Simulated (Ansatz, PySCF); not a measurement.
C₂H₁₀O₂Si₂, SMILES C[C@@H](O[SiH3])[SiH2]O.

Geometry optimised at ωB97X-D3(BJ)/def2-SVP. The structure was generated by enumeration; whether it is a known compound was not checked. One conformer was computed; it need not be the lowest.

Vertical ionisation energy (IE) and electron affinity (EA) in eV. Rows of orbital energies are one-electron estimates. Where ΔSCF, EOM or ADC give a negative EA the extra electron is unbound and the value depends on the basis.

```json
[
 {"level": "−ε(HOMO), −ε(LUMO), M06-2X/def2-TZVP (PySCF)", "IE": "9.04", "EA": "-0.64"},
 {"level": "−ε(HOMO), −ε(LUMO), PBE/def2-TZVP (PySCF)", "IE": "6.38", "EA": "1.04"},
 {"level": "ΔSCF, PBE0/def2-SVPD (Ansatz), final states of multiplicity 2 and 2", "IE": "9.62", "EA": "-1.13"},
 {"level": "ΔSCF, PBE/def2-SVPD (Ansatz), final states of multiplicity 2 and 2", "IE": "[?]", "EA": "[?]"}
]
```

Q: Complete the blanks. (An estimate is asked for; the answer gives what the named calculation found.)

A: 
- ΔSCF, PBE/def2-SVPD (Ansatz, a quantum-chemistry and plane-wave program), final states of multiplicity 2 and 2, IE: 9.15
- ΔSCF, PBE/def2-SVPD (Ansatz), final states of multiplicity 2 and 2, EA: -0.85

Q: What vertical singlet–triplet gap does ΔSCF give with PBE0/def2-SVPD (Ansatz) and with PBE/def2-SVPD (Ansatz)? (Estimate from the structure and the level; the computed values follow.)

A: 6.12 and 5.42 eV (triplet above singlet where positive).
